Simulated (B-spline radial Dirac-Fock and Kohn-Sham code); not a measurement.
Levels of muonic ¹⁹⁴Pb

Nucleus: ¹⁹⁴Pb, Fermi distribution (skin thickness 2.3 fm), rms radius 5.4372 fm (measured, Angeli and Marinova 2013).

Calculated with a B-spline atomic structure program, using the Dirac equation of a negative muon with reduced mass in the field of a spherical finite nucleus, with the Uehling potential to all orders; nuclear polarisation, deformation, hyperfine structure, self-energy, higher-order vacuum polarisation, relativistic recoil and electron screening are left out.

```
level  binding (keV)  point nucleus, no QED (keV)  vacuum polarisation (keV)  ⟨r⟩ (fm)
1s1/2          10660                        20990                     67.945       8.2
2s1/2           3613                         5385                     19.517      24.2
2p1/2           4824                         5385                     32.555      15.3
2p3/2           4636                         4837                     29.955      16.1
3s1/2           1769                         2330                      7.576      49.7
3p1/2           2142                         2330                     10.834      38.2
3p3/2           2094                         2166                     10.288      39.1
3d3/2           2173                         2166                     10.530      31.2
3d5/2           2130                         2122                      9.869      32.2
```

Task: By how much does the finite nuclear size lower the 1s binding energy?

Result: By 10400 keV, 49.54 % of the point-nucleus value (point value plus vacuum polarisation less the binding energy). The 1s orbit has ⟨r⟩ = 8.2 fm.
